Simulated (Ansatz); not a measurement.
One change: `[OH][Sn]([OH])([F])[Br]` becomes `[OH][Sn]([F])([Cl])[Br]`.

Ansatz, PBE0-D4/def2-TZVP geometries, multiplicity 1. Each molecule was computed in one conformer, which needn't be the lowest.

Elements past krypton have def2 core potentials. Scalar relativity is left out up to krypton.

```csv
property,`[OH][Sn]([OH])([F])[Br]`
HOMO energy (ωB97M-V/def2-TZVPP) / eV,-11.45
"ideal-gas entropy at 298 K and 1 bar (rigid rotor, harmonic PBE0-D4/def2-TZVP) / J/(mol·K)",393
HOMO–LUMO gap (PBE/def2-TZVPP) / eV,4.35
HOMO–LUMO gap (PBE0/def2-TZVPP) / eV,6.69
LUMO energy (PBE0/def2-TZVPP) / eV,-2.50
size of the dipole moment (B3LYP/def2-TZVPP) / D,1.64
```

Task: Give the same properties after the change, and the shifts. (An estimate is asked.)

Result: Computed: 
```json
{"property": "HOMO energy (ωB97M-V/def2-TZVPP) / eV", "`[OH][Sn]([F])([Cl])[Br]`": "-11.59", "shift": "-0.14"}
{"property": "ideal-gas entropy at 298 K and 1 bar (rigid rotor, harmonic PBE0-D4/def2-TZVP) / J/(mol·K)", "`[OH][Sn]([F])([Cl])[Br]`": "401", "shift": "8"}
{"property": "HOMO–LUMO gap (PBE/def2-TZVPP) / eV", "`[OH][Sn]([F])([Cl])[Br]`": "4.16", "shift": "-0.19"}
{"property": "HOMO–LUMO gap (PBE0/def2-TZVPP) / eV", "`[OH][Sn]([F])([Cl])[Br]`": "6.46", "shift": "-0.23"}
{"property": "LUMO energy (PBE0/def2-TZVPP) / eV", "`[OH][Sn]([F])([Cl])[Br]`": "-2.89", "shift": "-0.39"}
{"property": "size of the dipole moment (B3LYP/def2-TZVPP) / D", "`[OH][Sn]([F])([Cl])[Br]`": "1.97", "shift": "0.33"}
```

With PBE0 the HOMO falls by 0.16 eV and the LUMO falls by 0.39 eV, so the gap narrows by about 0.23 eV. PBE moves the HOMO by -0.18 eV and ωB97M-V by -0.14 eV. The zero-point energy changes by -31.8 kJ/mol with -3 modes. Dipoles are sizes alone; their direction can turn. Modes under 60 cm⁻¹, often nearly free rotors, make the harmonic entropy too high.

B3LYP here is the variant with VWN-RPA as its local correlation; programs differ in this.

Spin–orbit coupling is left out; it splits and shifts lone-pair levels of the heavy atoms by tenths of an eV.
